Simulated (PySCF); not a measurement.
# Vertical ionisation of several complexes

Computed with PySCF 2.14.0, B3LYP, def2-SVP on the ligands and scalar-relativistic core potentials on the metal (def2; Stuttgart 1997 for actinides; CRENBL for Ra), no spin-orbit coupling, vacuum. One electron is taken off at the relaxed geometry; the lower of the one or two spin states computed is given. Charges are Mulliken's.

```tsv
compound	state	point group	M–first ligand (Å)	ionisation energy (eV)	−ε(HOMO) (eV)	state after	change of charge on M (e)	spin on M after (e)
[Au(CH3)2]−	singlet	D3d	2.129	2.99	0.83	doublet	0.13	-0.06
[OsO3Cl]−	triplet	Cs	1.759	3.34	0.88	doublet	0.27	0.41
[WO3F]−	singlet	nearly C3v	1.754	5.18	2.68	doublet	0.29	-0.26
[TaO2(OH)2]−	singlet	C2	1.786	4.12	1.74	doublet	0.35	-0.21
```

What follows for compound [TlCl4]−, state singlet, point group nearly Td, M–first ligand (Å) 2.497?

ionisation energy (eV): 5.97, −ε(HOMO) (eV): 3.95, state after: doublet, change of charge on M (e): 0.08, spin on M after (e): -0.06.

One start shape was tried for each compound. Distances are means of the shortest metal–ligand contacts. Open shells may have lower solutions than those found. Not shown here to be minima: [Au(CH3)2]−. Where the spin on M lies well between 0 and 1 the hole is shared, which such functionals overdo.
